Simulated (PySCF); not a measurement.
CH₅ClSSi.
Z-matrix (Å and degrees, PBE0-D3(BJ)/def2-SVP geometry), rows numbered from 1:
```
C 
S   1  1.8244
Si  2  2.1299  1   97.81
Cl  3  2.0616  2  107.00  1   179.87
H   1  1.0993  2  111.65  3   -62.74
H   1  1.0997  2  111.68  3    60.81
H   1  1.0981  2  106.39  3   179.03
H   3  1.4912  2  111.46  1    60.94
H   3  1.4915  2  111.36  1   -61.13
```

Computed, not measured: PBE0-D3(BJ)/def2-SVP geometry optimisation, gas phase in PySCF 2.14.0.

Masses are those of the commonest isotopes; rigid-rotor values at the optimised geometry. The values belong to one conformer with, in the numbering `[CH3:1][S:2][SiH2:3][Cl:4]`, C1–S2–Si3–Cl4 180°.

Problem. What are A, B and C (MHz)?

Solution. Ia = 48.86, Ib = 323.00, Ic = 362.64 u·Å²; 505379 MHz·u·Å²/I gives A = 10344, B = 1565, C = 1394 MHz.

Problem. Classify the top.

Solution. A near-prolate asymmetric top: κ = (2 × 1565 − 10344 − 1394)/(10344 − 1394) = -0.96.

Problem. Is it planar, by Δ = Ic − Ia − Ib?

Solution. Not planar: Δ = Ic − Ia − Ib = -9.22 u·Å². For a rigid frame Δ = −2 Σ m c², so Σ m c² = 4.61 u·Å² lies off the ab plane, practically all of it from hydrogen. The atom farthest from that plane is 1.22 Å away.

Problem. Where do the levels up to J = 5 lie, in MHz?

Solution. Above 0(0,0):
J = 1: 1(0,1) 2958, 1(1,1) 11737, 1(1,0) 11908
J = 2: 2(0,2) 8872, 2(1,2) 17483, 2(1,1) 17996, 2(2,1) 44333, 2(2,0) 44335
J = 3: 3(0,3) 17737, 3(1,3) 26099, 3(1,2) 27125, 3(2,2) 53208, 3(2,1) 53220, 3(3,1) 97532, 3(3,0) 97532
J = 4: 4(0,4) 29545, 4(1,4) 37585, 4(1,3) 39295, 4(2,3) 65039, 4(2,2) 65076, 4(3,2) 109369, 4(3,1) 109370, 4(4,1) 171417, 4(4,0) 171417
J = 5: 5(0,5) 44287, 5(1,5) 51938, 5(1,4) 54503, 5(2,4) 79824, 5(2,3) 79911, 5(3,3) 124169, 5(3,2) 124170, 5(4,2) 186213, 5(4,1) 186213, 5(5,1) 265989, 5(5,0) 265989

Problem. Predict some low-J microwave lines.

Solution. The dipole components are |μa| = 2.04 D, |μb| = 1.74 D, |μc| = 0.00 D; the mirror of this Cs structure is the ab plane, so μc vanishes by symmetry and there are no c-type lines. The squared components, which scale the intensities, stand as 1.00 : 0.73 (a : b). Some lines, for components of 0.1 D or more:

```json
{"type": "a", "branch": "Q", "J(Ka,Kc)": "3(1,2) ← 3(1,3)", "MHz": "1026", "lower level (cm⁻¹)": "0.871"}
{"type": "a", "branch": "Q", "J(Ka,Kc)": "4(1,3) ← 4(1,4)", "MHz": "1710", "lower level (cm⁻¹)": "1.254"}
{"type": "b", "branch": "R", "J(Ka,Kc)": "4(0,4) ← 3(1,3)", "MHz": "3446", "lower level (cm⁻¹)": "0.871"}
{"type": "a", "branch": "R", "J(Ka,Kc)": "2(0,2) ← 1(0,1)", "MHz": "5914", "lower level (cm⁻¹)": "0.099"}
{"type": "a", "branch": "R", "J(Ka,Kc)": "3(0,3) ← 2(0,2)", "MHz": "8865", "lower level (cm⁻¹)": "0.296"}
{"type": "a", "branch": "R", "J(Ka,Kc)": "3(2,1) ← 2(2,0)", "MHz": "8885", "lower level (cm⁻¹)": "1.479"}
{"type": "b", "branch": "Q", "J(Ka,Kc)": "1(1,0) ← 1(0,1)", "MHz": "8950", "lower level (cm⁻¹)": "0.099"}
{"type": "b", "branch": "Q", "J(Ka,Kc)": "2(1,1) ← 2(0,2)", "MHz": "9124", "lower level (cm⁻¹)": "0.296"}
{"type": "b", "branch": "Q", "J(Ka,Kc)": "4(1,3) ← 4(0,4)", "MHz": "9750", "lower level (cm⁻¹)": "0.986"}
{"type": "a", "branch": "R", "J(Ka,Kc)": "4(1,4) ← 3(1,3)", "MHz": "11486", "lower level (cm⁻¹)": "0.871"}
{"type": "b", "branch": "R", "J(Ka,Kc)": "1(1,1) ← 0(0,0)", "MHz": "11737", "lower level (cm⁻¹)": "0.000"}
{"type": "a", "branch": "R", "J(Ka,Kc)": "4(0,4) ← 3(0,3)", "MHz": "11808", "lower level (cm⁻¹)": "0.592"}
{"type": "a", "branch": "R", "J(Ka,Kc)": "4(3,1) ← 3(3,0)", "MHz": "11838", "lower level (cm⁻¹)": "3.253"}
{"type": "b", "branch": "Q", "J(Ka,Kc)": "3(2,1) ← 3(1,2)", "MHz": "26094", "lower level (cm⁻¹)": "0.905"}
{"type": "b", "branch": "Q", "J(Ka,Kc)": "2(2,1) ← 2(1,2)", "MHz": "26850", "lower level (cm⁻¹)": "0.583"}
{"type": "b", "branch": "Q", "J(Ka,Kc)": "4(2,3) ← 4(1,4)", "MHz": "27453", "lower level (cm⁻¹)": "1.254"}
{"type": "b", "branch": "R", "J(Ka,Kc)": "2(2,1) ← 1(1,0)", "MHz": "32425", "lower level (cm⁻¹)": "0.397"}
{"type": "b", "branch": "R", "J(Ka,Kc)": "3(2,1) ← 2(1,2)", "MHz": "35737", "lower level (cm⁻¹)": "0.583"}
{"type": "b", "branch": "Q", "J(Ka,Kc)": "4(3,1) ← 4(2,2)", "MHz": "44294", "lower level (cm⁻¹)": "2.171"}
{"type": "b", "branch": "R", "J(Ka,Kc)": "3(3,1) ← 2(2,0)", "MHz": "53196", "lower level (cm⁻¹)": "1.479"}
{"type": "b", "branch": "Q", "J(Ka,Kc)": "4(4,0) ← 4(3,1)", "MHz": "62047", "lower level (cm⁻¹)": "3.648"}
```

Problem. Estimate the classical rotational partition function at 25 K, 100 K and 500 K.

Solution. Point group Cs, symmetry number σ = 1; q = (√π/σ)·√((kT/h)³/(ABC)), k/h = 20836.6 MHz/K: 4440 at 25 K, 35500 at 100 K, 397000 at 500 K.

PBE0-D3(BJ)/def2-SVP frequencies: not computed here. No vibrational averaging or centrifugal distortion is included, and the geometry carries the error of its method. A rigid rotor knows nothing of internal rotation, which can split or shift real lines. Quadrupole hyperfine structure (35Cl) is left out.
